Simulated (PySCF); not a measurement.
PySCF input (M06-2X/def2-TZVPD):

```python
from pyscf import gto, scf, dft

mol = gto.M(
    atom='''
    Se   -0.25163197    0.14091670   -0.01398978
    F    -1.02435642   -1.47659625    0.26426402
    F     0.72848531    1.57343437   -0.54137923
    F     1.24648076   -0.62919008    0.32996550
    ''',
    basis='def2-tzvpd',
    charge=0,
    spin=1,
    verbose=4,
)

mf = dft.UKS(mol, xc='m062x').density_fit(auxbasis='def2-universal-jkfit')
mf.grids.level = 4
mf.conv_tol = 1e-9
mf.max_cycle = 100
mf.max_memory = 1500
mf.kernel()
if not mf.converged:
    mf = mf.newton()
    mf.kernel(mf.make_rdm1())
for _ in range(2):
    mo, _, stable, _ = mf.stability(return_status=True)
    if stable:
        break
    mf.kernel(mf.make_rdm1(mo, mf.mo_occ))
mf.analyze()
```

End of the output:

```
Extra cycle  E= -2701.07970252591  delta_E= -8.55e-11  |g|= 1.47e-05  |ddm|= 1.88e-05
converged SCF energy = -2701.07970252591  <S^2> = 0.75780924  2S+1 = 2.0077941
uhf_internal: lowest eigs of H = [0.20966474 0.32022484 0.3798064 ]
<class 'pyscf.df.df_jk.DFUKS'> wavefunction is stable in the internal stability analysis
**** SCF Summaries ****
Total Energy =                       -2701.079702525906214
Nuclear Repulsion Energy =             319.944054816785126
One-electron Energy =                -4396.174058295568102
Two-electron Energy =                 1375.150300952876933
Two-electron Coulomb Energy =         1493.668585507358557
DFT Exchange-Correlation Energy =     -118.518284554481710
HOMO-LUMO gap [eV] =                     6.278328143541594
**** MO energy ****
                             alpha | beta                alpha | beta
MO #1   energy= -456.528685251023  | -456.525507883899  occ= 1 | 1
MO #2   energy= -59.0853656510924  | -59.083525095471   occ= 1 | 1
MO #3   energy= -53.1422728373423  | -53.1398975272812  occ= 1 | 1
MO #4   energy= -53.1408741861445  | -53.1392874837818  occ= 1 | 1
MO #5   energy= -53.1400264415932  | -53.1354000069067  occ= 1 | 1
MO #6   energy= -25.3067516425747  | -25.3047537662186  occ= 1 | 1
MO #7   energy= -25.2470985434325  | -25.2442195995873  occ= 1 | 1
MO #8   energy= -25.2470828376342  | -25.2442045505365  occ= 1 | 1
MO #9   energy= -8.32163877458544  | -8.31763656847325  occ= 1 | 1
MO #10  energy= -6.25654880531183  | -6.2553724439897   occ= 1 | 1
MO #11  energy= -6.25633299353346  | -6.25279070496694  occ= 1 | 1
MO #12  energy= -6.25306097468968  | -6.24297704777779  occ= 1 | 1
MO #13  energy= -2.52999742939389  | -2.52940095413039  occ= 1 | 1
MO #14  energy= -2.52687401764126  | -2.5266061909678   occ= 1 | 1
MO #15  energy= -2.52452008277117  | -2.52075461359578  occ= 1 | 1
MO #16  energy= -2.52345174101117  | -2.51814234103232  occ= 1 | 1
MO #17  energy= -2.52216211594467  | -2.51718408449242  occ= 1 | 1
MO #18  energy= -1.40565343214401  | -1.39822412076791  occ= 1 | 1
MO #19  energy= -1.32718629229365  | -1.31902076275961  occ= 1 | 1
MO #20  energy= -1.32396333688974  | -1.31558505131031  occ= 1 | 1
MO #21  energy= -0.869347191661163 | -0.826675894454638 occ= 1 | 1
MO #22  energy= -0.649383086880911 | -0.641816812076923 occ= 1 | 1
MO #23  energy= -0.633106138795998 | -0.626368352690448 occ= 1 | 1
MO #24  energy= -0.623526479894129 | -0.592657344972903 occ= 1 | 1
MO #25  energy= -0.580824681271751 | -0.57773205423487  occ= 1 | 1
MO #26  energy= -0.549067765354656 | -0.520664064710166 occ= 1 | 1
MO #27  energy= -0.539100568856845 | -0.51929625177308  occ= 1 | 1
MO #28  energy= -0.52213396863758  | -0.511030272881009 occ= 1 | 1
MO #29  energy= -0.50916867797428  | -0.506745455637175 occ= 1 | 1
MO #30  energy= -0.450049542068697 | -0.433415403498174 occ= 1 | 1
MO #31  energy= -0.379478927916388 | -0.148754622328752 occ= 1 | 0
MO #32  energy= -0.0584529100718285 | -0.0381770024329605 occ= 0 | 0
MO #33  energy= 0.00811216553707199 | 0.00646072347493361 occ= 0 | 0
MO #34  energy= 0.0121209505484576 | 0.0115851539442797 occ= 0 | 0
MO #35  energy= 0.0205901629881583 | 0.0247525110445637 occ= 0 | 0
MO #36  energy= 0.0368185421690999 | 0.041362229572967  occ= 0 | 0
MO #37  energy= 0.0671615766884276 | 0.0780405824858737 occ= 0 | 0
MO #38  energy= 0.0882241659807559 | 0.0882205831420907 occ= 0 | 0
MO #39  energy= 0.106710282321024  | 0.0889596902776756 occ= 0 | 0
MO #40  energy= 0.107823134084316  | 0.10826006778742   occ= 0 | 0
MO #41  energy= 0.111595947388575  | 0.108802173699254  occ= 0 | 0
MO #42  energy= 0.114069520650752  | 0.112041649372637  occ= 0 | 0
MO #43  energy= 0.142504591545402  | 0.142536210620323  occ= 0 | 0
MO #44  energy= 0.161501468590172  | 0.162257465902564  occ= 0 | 0
MO #45  energy= 0.166831815970379  | 0.168554016103075  occ= 0 | 0
MO #46  energy= 0.172855669417247  | 0.173810789275762  occ= 0 | 0
MO #47  energy= 0.179447068228176  | 0.180593927754042  occ= 0 | 0
MO #48  energy= 0.182618059369031  | 0.183645841423701  occ= 0 | 0
MO #49  energy= 0.225164166413398  | 0.21994280681708   occ= 0 | 0
MO #50  energy= 0.243952623303716  | 0.243909445183114  occ= 0 | 0
MO #51  energy= 0.247244466277371  | 0.244105471306446  occ= 0 | 0
MO #52  energy= 0.278538078899291  | 0.277550069041289  occ= 0 | 0
MO #53  energy= 0.304530791312752  | 0.288844307783786  occ= 0 | 0
MO #54  energy= 0.319392525795319  | 0.301869473241186  occ= 0 | 0
MO #55  energy= 0.323460290486844  | 0.312685545761899  occ= 0 | 0
MO #56  energy= 0.366984936478221  | 0.373673471630613  occ= 0 | 0
MO #57  energy= 0.379744957894176  | 0.386924176399119  occ= 0 | 0
MO #58  energy= 0.40304529868947   | 0.404279661317297  occ= 0 | 0
MO #59  energy= 0.418727807002486  | 0.423442823314842  occ= 0 | 0
MO #60  energy= 0.419882871041824  | 0.428676766183488  occ= 0 | 0
MO #61  energy= 0.441319634311766  | 0.454328708783088  occ= 0 | 0
MO #62  energy= 0.468244318217266  | 0.468875222543552  occ= 0 | 0
MO #63  energy= 0.538808530510423  | 0.538417874842959  occ= 0 | 0
MO #64  energy= 0.553153973270398  | 0.553674181423151  occ= 0 | 0
MO #65  energy= 0.579912684226311  | 0.581029906126021  occ= 0 | 0
MO #66  energy= 0.590264572490919  | 0.590540100277087  occ= 0 | 0
MO #67  energy= 0.622780894295808  | 0.620317469437458  occ= 0 | 0
MO #68  energy= 0.65660756787871   | 0.656837987772886  occ= 0 | 0
MO #69  energy= 0.664382208588824  | 0.663305379104868  occ= 0 | 0
MO #70  energy= 0.664857032318724  | 0.666748835999381  occ= 0 | 0
MO #71  energy= 0.678997311928501  | 0.677985108166448  occ= 0 | 0
MO #72  energy= 0.68577855780251   | 0.685268529794018  occ= 0 | 0
MO #73  energy= 0.693755996876532  | 0.692762473823581  occ= 0 | 0
MO #74  energy= 0.696845099969739  | 0.697356845109759  occ= 0 | 0
MO #75  energy= 0.699182111803966  | 0.699889098172913  occ= 0 | 0
MO #76  energy= 0.745510716083317  | 0.741585387843312  occ= 0 | 0
MO #77  energy= 0.746727805922211  | 0.743875538436679  occ= 0 | 0
MO #78  energy= 0.794600868027595  | 0.794293713742982  occ= 0 | 0
MO #79  energy= 0.824861724175832  | 0.827320408530461  occ= 0 | 0
MO #80  energy= 0.924359893159927  | 0.923788451207564  occ= 0 | 0
MO #81  energy= 0.955400860471345  | 0.959372768168293  occ= 0 | 0
MO #82  energy= 1.00697258688432   | 1.02118951679356   occ= 0 | 0
MO #83  energy= 1.03979986992436   | 1.04084890567652   occ= 0 | 0
MO #84  energy= 1.04306696349762   | 1.04359050294093   occ= 0 | 0
MO #85  energy= 1.0828120189403    | 1.08389572870398   occ= 0 | 0
MO #86  energy= 1.09293422601378   | 1.09389281971352   occ= 0 | 0
MO #87  energy= 1.15617612698756   | 1.16032973147533   occ= 0 | 0
MO #88  energy= 1.19994480070192   | 1.21356385204087   occ= 0 | 0
MO #89  energy= 1.20964551166864   | 1.22002357857375   occ= 0 | 0
MO #90  energy= 1.24357611724725   | 1.24749584688023   occ= 0 | 0
MO #91  energy= 1.26363941848288   | 1.26911114051644   occ= 0 | 0
MO #92  energy= 1.27870368647952   | 1.29504571289212   occ= 0 | 0
MO #93  energy= 1.34115759544746   | 1.34337323725626   occ= 0 | 0
MO #94  energy= 1.34646270306016   | 1.34926528236219   occ= 0 | 0
MO #95  energy= 1.38835835189594   | 1.40039211194822   occ= 0 | 0
MO #96  energy= 1.39391808069503   | 1.40814865646038   occ= 0 | 0
MO #97  energy= 1.47522865972174   | 1.48673994758652   occ= 0 | 0
MO #98  energy= 1.49029445406839   | 1.50029380838517   occ= 0 | 0
MO #99  energy= 1.51902556889544   | 1.53527691032343   occ= 0 | 0
MO #100 energy= 1.54997812036044   | 1.56738238693652   occ= 0 | 0
MO #101 energy= 1.56563519380587   | 1.58608098415106   occ= 0 | 0
MO #102 energy= 1.58551905983091   | 1.58874101468208   occ= 0 | 0
MO #103 energy= 1.69196802496666   | 1.69482269701324   occ= 0 | 0
MO #104 energy= 2.00790060210316   | 2.01618167841018   occ= 0 | 0
[...]
```

It need not be the lowest isomer of its formula.
